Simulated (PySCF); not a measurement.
C₉H₇NSe, SMILES c1cncc(-c2ccc[se]2)c1, GFN2-xTB optimised geometry.

```
18

C     -2.95     0.92    -0.14
C     -2.76     2.29     0.01
N     -1.57     2.83     0.15
C     -0.51     2.05     0.15
C     -0.57     0.66     0.00
C      0.62    -0.17     0.00
C      1.93     0.24     0.00
C      2.89    -0.80     0.00
C      2.37    -2.05     0.00
Se     0.52    -2.05     0.00
C     -1.84     0.10    -0.14
H     -3.95     0.51    -0.25
H     -3.60     2.98     0.01
H      0.44     2.56     0.29
H      2.22     1.28    -0.01
H      3.95    -0.60     0.00
H      2.92    -2.98     0.00
H     -1.94    -0.97    -0.26
```

Density from B3LYP/def2-SVP run with PySCF 2.14.0 at that geometry.

Minimum of the electron density along straight lines between bonded atoms, close to the bond critical point (lines longer than 1.1 times the sum of covalent radii, or with two minima, are not listed):

```tsv
bond	length / Å	ρ at the minimum / e bohr⁻³	∇²ρ there / e bohr⁻⁵	position (fraction from the first atom)
C1–C2	1.388	0.314	-0.82	0.50
C2–N3	1.322	0.352	-1.01	0.35
N3–C4	1.316	0.355	-0.99	0.65
C4–C5	1.402	0.307	-0.78	0.50
C5–C6	1.447	0.279	___	0.50
C6–C7	1.369	0.319	-0.80	0.51
C7–C8	1.411	0.299	-0.75	0.50
C8–C9	1.358	0.325	-0.83	0.49
C6–Se10	1.889	___	___	0.49
C9–Se10	1.848	0.176	-0.20	0.49
C1–C11	1.380	0.316	-0.82	0.50
C5–C11	1.397	0.308	-0.78	0.50
C1–H12	1.079	0.284	-1.09	0.63
C2–H13	1.082	0.288	-1.13	0.64
C4–H14	1.081	0.289	-1.13	0.64
C7–H15	1.077	0.284	-1.09	0.63
C8–H16	1.077	0.284	-1.09	0.63
C9–H17	1.075	0.284	-1.10	0.64
C11–H18	1.086	0.282	-1.06	0.63
```

Task: Complete the blanks.

Result: 
- C5–C6, ∇²ρ there / e bohr⁻⁵: -0.68
- C6–Se10, ρ at the minimum / e bohr⁻³: 0.164
- C6–Se10, ∇²ρ there / e bohr⁻⁵: -0.18
